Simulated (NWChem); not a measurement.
# CH6BNO2; SMILES OB(N)OC

```xyz
11

B     -0.0753    -0.5327     0.0000
O     -0.8906    -1.6487     0.0000
H     -0.3843    -2.4764     0.0000
O     -0.7514     0.6724     0.0000
C     -0.0565     1.8920     0.0000
H      0.5901     2.0154    -0.9019
H     -0.7914     2.7227     0.0000
H      0.5901     2.0154     0.9019
N      1.3519    -0.6000     0.0000
H      1.9472     0.2258     0.0000
H      1.8805    -1.4697     0.0000
```
Atoms are numbered in this order, from 1.

All runs: NWChem. Pople sets run with spherical d functions. Structure relaxed at the PBE-D3(BJ)/def2-SVP level. Atomic charges in e: unrestrained fits to the electrostatic potential beside Mulliken populations; buried atoms are poorly determined by the fit.

Question: What does the run give for Hartree-Fock/6-31G*? Quantities: ESP B1; Mulliken B1; ESP O2; Mulliken O2; ESP O4; Mulliken O4; ESP C5; Mulliken C5; ESP N9; Mulliken N9; relative RMS misfit of the potential (%).

Answer: 
```
Quantity                                  Result
----------------------------------------  ------
ESP B1                                      1.06
Mulliken B1                                 0.94
ESP O2                                     -0.82
Mulliken O2                                -0.76
ESP O4                                     -0.57
Mulliken O4                                -0.63
ESP C5                                      0.31
Mulliken C5                                -0.17
ESP N9                                     -1.17
Mulliken N9                                -1.03
relative RMS misfit of the potential (%)      17
```
